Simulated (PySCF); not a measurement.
All of these have the formula C5H8OSi. Computed with TDDFT wB97X-D/def2-SVPD, vertical, gas phase, core orbitals frozen in the response (PySCF 2.14.0, density-fitted response routines). Geometries: PBE0-D3(BJ)/def2-SVP; one conformer of each isolated species. Triplets are in the Tamm–Dancoff approximation.

Problem. Rank by computed S1–T1 gap, lowest first.
A. `C1=C(OC)[SiH2]C=C1`
B. `c1oc(C[SiH3])cc1`
C. `C=CO[SiH2]C#CC`
D. `C#C[Si@H]1CCCO1`
E. `C=CC#C[SiH2]OC`

Solution. D (0.91 eV), C (1.30 eV), A (1.49 eV), E (1.78 eV), B (1.94 eV).

```json
{"SMILES": "C#C[Si@H]1CCCO1", "S1−T1 (eV)": "0.91", "S1 (eV)": "5.86", "T1 (eV)": "4.95", "S1 mainly": "H-1→L (48%)", "T1 mainly": "H-2→L (32%)", "f(S1)": "0.002"}
{"SMILES": "C=CO[SiH2]C#CC", "S1−T1 (eV)": "1.30", "S1 (eV)": "5.74", "T1 (eV)": "4.44", "S1 mainly": "H-1→L (82%)", "T1 mainly": "H→L+3 (76%)", "f(S1)": "0.001"}
{"SMILES": "COC1=CC=C[SiH2]1", "S1−T1 (eV)": "1.49", "S1 (eV)": "4.09", "T1 (eV)": "2.60", "S1 mainly": "H→L (98%)", "T1 mainly": "H→L (95%)", "f(S1)": "0.095"}
{"SMILES": "C=CC#C[SiH2]OC", "S1−T1 (eV)": "1.78", "S1 (eV)": "5.14", "T1 (eV)": "3.36", "S1 mainly": "H-1→L (53%)", "T1 mainly": "H→L (91%)", "f(S1)": "0.040"}
{"SMILES": "[SiH3]Cc1ccco1", "S1−T1 (eV)": "1.94", "S1 (eV)": "5.94", "T1 (eV)": "4.00", "S1 mainly": "H→L (86%)", "T1 mainly": "H→L (70%)", "f(S1)": "0.301"}
```

H and L stand for HOMO and LUMO. For `C#C[Si@H]1CCCO1`, `C=CO[SiH2]C#CC` and `C=CC#C[SiH2]OC` the leading configurations of S1 and T1 differ. Singlets come from full response and triplets from the Tamm–Dancoff approximation.
